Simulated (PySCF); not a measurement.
A species of formula CNZn (doublet) has this rotational fingerprint, computed with PBE0-D3(BJ)/def2-SVP geometry optimisation, gas phase in PySCF 2.14.0:

| Quantity | Value |
| --- | --- |
| Rotational constants | B = 4287 MHz (linear) |
| Dipole components | \|μa\| = 5.12 D, \|μb\| = 0.00 D, \|μc\| = 0.00 D |

Task: Which candidate fits, each taken in the one conformer that was computed?
A. `N#[C][Zn]` (zinc cyanide radical)
B. `[C-]#[N+][Zn]` (zinc isocyanide radical)

Result: B. It is [C-]#[N+][Zn], linear, point group C∞v. The candidates at the same level (rigid rotor, commonest isotopes):

| SMILES | A (MHz) | B (MHz) | C (MHz) | μa (D) | μb (D) | μc (D) | Δ (u·Å²) | point group | rotor |
| --- | --- | --- | --- | --- | --- | --- | --- | --- | --- |
| N#[C][Zn] | – | 3778 | 3778 | 4.69 | 0.00 | 0.00 | – | C∞v | linear |
| [C-]#[N+][Zn] | – | 4287 | 4287 | 5.12 | 0.00 | 0.00 | – | C∞v | linear |

`N#[C][Zn]` misses B by 12 %. No structure here is proved a minimum.
